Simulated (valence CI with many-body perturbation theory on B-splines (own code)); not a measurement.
# S X in brief

Level of theory: configuration interaction combined with many-body perturbation theory (CI+MBPT): five valence electrons over a frozen Dirac-Fock core [He], a basis of 11 s, 11 p, 10 d, 8 f, 5 g, 2 h functions for each j, with the one-electron correlation potential Σ1 (screened to all orders), the two-electron term Σ2, the three-electron term Σ3, Breit, model QED; selected single and double excitations, second order for the rest, scaled by the run's own slope (own B-spline code, finite nucleus).

No measured spectrum was set against this ion. As an estimate, levels of excited configurations hold to 0.05 to 0.15 % of their energy, terms of the ground configuration to about 0.5 %. Among the levels kept, up to 5000 cm⁻¹ of a level comes from second order outside the variational space, and about a tenth of that is noise between levels of different J, which matters for small intervals.

Rates and lifetimes use the calculated energies. Strong lines usually hold to 10 to 20 %, long lifetimes can be off by a factor of two.

(1) What is the ground level?

(2) What is the ionisation energy?

(3) How well does LS coupling describe the low levels?

(4) Where does the other parity begin?

(5) Name the longest-lived excited levels whose lifetime is computed, and their main decay.

## Answers

(1) 2s2.2p3 4S°_3/2, composition 99 % 2s2.2p3 4S°, g = 1.998.

(2) 447.53 eV; NIST lists 447.7 ± 0.3 eV (semi-empirical).

(3) Among the lowest 20 levels the leading LS term, summed over configurations, holds 99 % on average. For single configurations the figures are 97 % in LS and 70 % in jj coupling. Terms hardly mix: every one of these levels is at least 95 % one term.

(4) At 2s.2p4 4P_5/2, 378560 cm⁻¹.

(5) 2s2.2p3 2D°_5/2 at 83858 cm⁻¹ lives 2.63 s, mostly by M1 to 2s2.2p3 4S°_3/2; 2s2.2p3 2D°_3/2 at 82731 cm⁻¹ lives 66.4 ms, mostly by M1 to 2s2.2p3 4S°_3/2; 2s2.2p3 2P°_1/2 at 127380 cm⁻¹ lives 5.07 ms, mostly by M1 to 2s2.2p3 4S°_3/2.
